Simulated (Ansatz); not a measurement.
`COCCOCCOCCOCCCCCC[SeH]`, relaxed as a singlet with RKS PBE-D4/def2-SVP in Ansatz, starting from the GFN2-xTB geometry. Force threshold 0.03 eV/Å.

Single mean-field runs in def2-SVP are fitted with def2-universal-jkfit.

Start:

```xyz
46

C     3.525   -3.725   -2.867
O     3.352   -2.923   -1.727
C     2.217   -2.097   -1.748
C     0.881   -2.822   -1.552
O     0.791   -3.265   -0.217
C    -0.195   -4.242    0.018
C    -1.646   -3.726    0.015
O    -2.038   -3.164    1.249
C    -1.484   -1.895    1.529
C    -2.135   -0.764    0.706
O    -1.415   -0.408   -0.458
C    -0.324    0.467   -0.255
C    -0.739    1.914    0.033
C     0.459    2.857   -0.043
C     0.101    4.293    0.344
C     0.033    4.505    1.853
C    -0.523    5.872    2.214
Se   -2.441    6.074    1.781
H     4.497   -4.201   -2.758
H     2.758   -4.503   -2.951
H     3.514   -3.118   -3.782
H     2.172   -1.536   -2.695
H     2.356   -1.399   -0.921
H     0.069   -2.119   -1.788
H     0.806   -3.678   -2.237
H    -0.109   -5.046   -0.730
H     0.029   -4.652    1.006
H    -1.792   -3.010   -0.801
H    -2.319   -4.574   -0.130
H    -1.678   -1.736    2.592
H    -0.401   -1.905    1.361
H    -3.113   -1.105    0.355
H    -2.286    0.114    1.342
H     0.326    0.098    0.550
H     0.236    0.431   -1.194
H    -1.490    2.212   -0.701
H    -1.194    1.977    1.023
H     1.254    2.492    0.612
H     0.844    2.845   -1.064
H    -0.866    4.551   -0.095
H     0.845    4.977   -0.070
H     1.037    4.423    2.277
H    -0.585    3.731    2.315
H    -0.417    6.082    3.280
H    -0.028    6.662    1.647
H    -2.884    5.033    2.685
```

| step | energy (eV) | largest force component (eV/Å) | SCF passes |
| --- | --- | --- | --- |
| 1 | -87413.1821 | 0.861 | 20 |
| 2 | -87413.4138 | 0.274 | 19 |
| 3 | -87413.4443 | 0.141 | 19 |
| 4 | -87413.4555 | 0.128 | 18 |
| 5 (rejected) | -87413.4545 | 0.207 | 19 |
| 6 | -87413.4647 | 0.043 | 19 |
| 7 | -87413.4722 | 0.044 | 19 |
| 8 | -87413.4804 | 0.093 | 18 |
| 9 | -87413.4830 | 0.230 | 18 |
| 10 | -87413.4863 | 0.174 | 19 |
| 11 | -87413.4940 | 0.051 | 19 |
| 12 | -87413.4960 | 0.039 | 19 |
| 13 | -87413.5001 | 0.044 | 18 |
| 14 | -87413.5022 | 0.139 | 18 |
| 15 | -87413.5050 | 0.058 | 20 |
| 16 | -87413.5068 | 0.020 | 19 |
| 17 | -87413.5082 | 0.064 | 19 |
| 18 (rejected) | -87413.5072 | 0.119 | 18 |
| 19 | -87413.5093 | 0.034 | 19 |
| 20 | -87413.5095 | 0.034 | 19 |
| 21 | -87413.5096 | 0.020 | 20 |
| 22 | -87413.5098 | 0.006 | 19 |

Force components are those of the run's own axes.

End:

```xyz
46

C     3.665   -3.546   -2.408
O     3.343   -2.630   -1.390
C     2.171   -1.884   -1.615
C     0.887   -2.696   -1.750
O     0.731   -3.520   -0.615
C    -0.422   -4.350   -0.663
C    -1.725   -3.659   -0.261
O    -1.842   -3.444    1.139
C    -1.142   -2.329    1.673
C    -1.855   -0.996    1.451
O    -1.753   -0.503    0.118
C    -0.630    0.333   -0.117
C    -0.879    1.793    0.267
C     0.324    2.693   -0.033
C     0.084    4.186    0.226
C    -0.134    4.551    1.697
C    -0.378    6.038    1.950
Se   -2.040    6.770    1.151
H     4.677   -3.940   -2.189
H     2.962   -4.412   -2.452
H     3.686   -3.067   -3.420
H     2.261   -1.247   -2.535
H     2.080   -1.201   -0.745
H     0.039   -1.979   -1.878
H     0.908   -3.322   -2.678
H    -0.540   -4.788   -1.686
H    -0.236   -5.185    0.045
H    -1.867   -2.712   -0.828
H    -2.565   -4.335   -0.532
H    -1.086   -2.511    2.768
H    -0.097   -2.284    1.289
H    -2.937   -1.136    1.661
H    -1.470   -0.247    2.185
H     0.278   -0.053    0.409
H    -0.413    0.269   -1.206
H    -1.774    2.152   -0.286
H    -1.140    1.845    1.346
H     1.203    2.347    0.558
H     0.612    2.561   -1.100
H    -0.795    4.531   -0.361
H     0.953    4.765   -0.157
H     0.762    4.250    2.288
H    -0.983    3.969    2.119
H    -0.400    6.273    3.031
H     0.422    6.659    1.495
H    -2.942    5.990    2.039
```

By distances, no bond broke or formed. The bond that changes most is Se18–H46, from 1.45 to 1.49 Å (atoms count from 1).

The force fell under the threshold at step 16, but the optimiser went on and released 0.003 eV more. No frequencies were taken in this run, so the end may be a saddle point.

Run time 65 s (2 threads of AMD EPYC 7R13 on a shared host and a share (18 GiB) of an NVIDIA H100 80GB HBM3), peak host memory 0.91 GiB.
